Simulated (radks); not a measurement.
Values are calculated unless marked as measured or tabulated.
All-electron atom: Ne4+ in [He] 2s1 2p2 3s1 (not the ground configuration).

Code: a radial shooting solver on a logarithmic mesh with Libxc functionals. Model: scalar-relativistic Kohn-Sham, LDA (Slater exchange, Perdew-Wang correlation), spin-polarised, spherical densities, point nucleus; open shells are filled with parallel spins first.

Energy parts (eV):
part                     energy
total                 -3182.920
kinetic                3183.400
electron-nucleus      -7004.279
Hartree                 872.150
exchange-correlation   -234.192

Orbitals (lengths in bohr, moments of r in powers of bohr; r(90%) holds 90 % of the orbital's charge):
\begin{tabular}{lrrr}
orbital & occ. & eigenvalue (eV) & r(90%) \\ \hline
1s up & 1 & -970.5165 & 0.283 \\
1s down & 1 & -964.8877 & 0.282 \\
2s up & 1 & -147.7150 & 1.14 \\
2s down & 0 & -131.2289 & 1.19 \\
2p up & 2 & -127.7232 & 1.10 \\
2p down & 0 & -111.1735 & 1.15 \\
3s up & 1 & -48.0603 & 2.86 \\
3s down & 0 & -42.8144 & 3.05 \\
\end{tabular}

The highest occupied level is 3s up at -48.060 eV. The configuration is held as typed, so some empty levels lie below it. Spin moment in Bohr magnetons: 4.
